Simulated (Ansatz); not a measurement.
System: C₃H₁₁NSi, charge 0, multiplicity 1. SMILES: C[Si](C)(C)N
Coordinates optimised at B3LYP-D3(BJ)/def2-TZVP (Ansatz, a first-principles code):
```xyz
16

C      1.7282    -0.0346    -0.6992
Si    -0.0007    -0.0125     0.0236
C     -1.1385    -0.9955    -1.1077
C     -0.6634     1.7344     0.1691
N      0.1121    -0.6493     1.6318
H      2.4102     0.5760    -0.1044
H      2.1303    -1.0507    -0.7322
H      1.7306     0.3497    -1.7219
H     -1.1792    -0.5589    -2.1093
H     -0.7970    -2.0287    -1.2095
H     -2.1583    -1.0218    -0.7153
H     -1.6498     1.7454     0.6402
H     -0.7675     2.1975    -0.8149
H      0.0015     2.3577     0.7701
H     -0.6661    -0.5633     2.2673
H      0.6116    -1.5084     1.8035
```

Computed values are from Ansatz. Correlated levels leave the core frozen unless marked. Open shells are spin-unrestricted. No spin-orbit coupling. No relativistic terms. CBS marks a two-point X^-3 extrapolation of the correlation energy; Hartree-Fock from the larger set.

**Question.** What is the dipole moment at CCSD(T)/aug-cc-pV(D+d)Z?

**Answer.** 0.69 D.

**Question.** What is the T1 diagnostic at CCSD/cc-pV(Q+d)Z?

**Answer.** 0.009.

**Question.** What is the total energy at CCSD(T)/CBS(cc-pV(T+d)Z,cc-pV(Q+d)Z)?

**Answer.** -464.6228 Eh.

**Question.** What is the atomisation energy De at CCSD(T)/CBS(cc-pV(T+d)Z,cc-pV(Q+d)Z)?

**Answer.** 6000.3 kJ/mol.
